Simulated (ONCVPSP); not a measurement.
**Configuration tests for N (ONCV)**

```json
{"Element": "N", "Generator": "ONCVPSP 4.0.1", "Type": "optimised norm-conserving Vanderbilt (ONCV)", "Functional": "BLYP", "Relativity": "scalar-relativistic", "Frozen core": "[He]", "Valence charge": "5", "Reference configuration": "2s2 2p2 (charge +1)", "Partial waves": "2s: rc 1.00 bohr, ncon 4, nbas 8, qcut 7.4 1/bohr, 3 projectors, debl 2.4 Ha; 2p: rc 1.60 bohr, ncon 4, nbas 9, qcut 9.3 1/bohr, 2 projectors, debl 0.9 Ha", "Local potential": "polynomial inside 0.65 bohr (lpopt 1, dvloc0 4 Ha)", "Core correction": "Teter function fitted to the true core (icmod 2), fcfact 0.75"}
```

Energies are relative to the spin-unpolarised reference configuration 2s2 2p2; without spin polarisation the order of configurations can differ from experiment.

| valence configuration | charge | ΔE all-electron (eV) | error AE − PS (meV) |
| --- | --- | --- | --- |
| 2s2 2p3 | 0 | -13.574 | +19 |
| 2s2 2p0 | +3 | 76.032 | +449 |
| 2s1 2p0 | +4 | 153.840 | +819 |

Question: What are ΔE and the potential's error for 2s2 2p1?

Answer: ΔE = 28.873 eV all-electron; the error (AE − PS) is +68 meV.

Levels in the configuration 2s2 2p3:

```json
{"level": "2s", "all-electron (eV)": "-18.447", "pseudo (eV)": "-18.433"}
{"level": "2p", "all-electron (eV)": "-7.064", "pseudo (eV)": "-7.085"}
```
